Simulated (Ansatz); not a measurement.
**The standard entropy of CBr2F2 (dibromodifluoromethane) from a frequency calculation**

A singlet with charge 0, relaxed at HF/6-31G* (Cartesian functions) (Ansatz 0.2.0):

```xyz
5

F    -0.9603   -0.1116    0.9750
C     0.0051   -0.0841    0.0861
F     0.9056   -0.9707    0.4408
Br   -0.7115   -0.5717   -1.6330
Br    0.8111    1.6643    0.0898
```

Harmonic wavenumbers in cm⁻¹: 180, 310, 361, 369, 399, 680, 926, 1251, 1348.

Masses in u: F 18.998, C 12.011, Br 79.904. Take T = 298.15 K, p = 1 bar, R = 8.3145 J/(mol K), kT/hc = 207.22 cm⁻¹, rigid rotor and harmonic oscillator.

Question: Work out S° at 298 K.

Answer: 
1. Translation (Sackur–Tetrode): S = R[3/2 ln M + 5/2 ln T − 1.1517] with M = 209.815 gives 175.5 J/(mol K).
2. Rotation: principal moments 152.217, 453.741, 520.372 u Å² give A, B, C = 0.1107, 0.0372, 0.0324 cm⁻¹; the symmetry number is σ = 2; q = (√π/σ)√((kT/hc)³/ABC) = 228863; S = R(ln q + 3/2) = 115.1.
3. Vibration: with u = ν̃/207.22, each mode gives R[u/(eᵘ − 1) − ln(1 − e⁻ᵘ)]; the sum is 30.8, most from 180 cm⁻¹ (9.7), 310 cm⁻¹ (5.7), 361 cm⁻¹ (4.7).
4. Electronic: R ln 1 = 0.0, from the spin multiplicity alone.
5. Sum: 175.5 + 115.1 + 30.8 + 0.0 = 321.4 J/(mol K).

The tabulated value is 325.3 J/(mol K) (CRC Handbook of Chemistry and Physics): the model is off by -3.9.
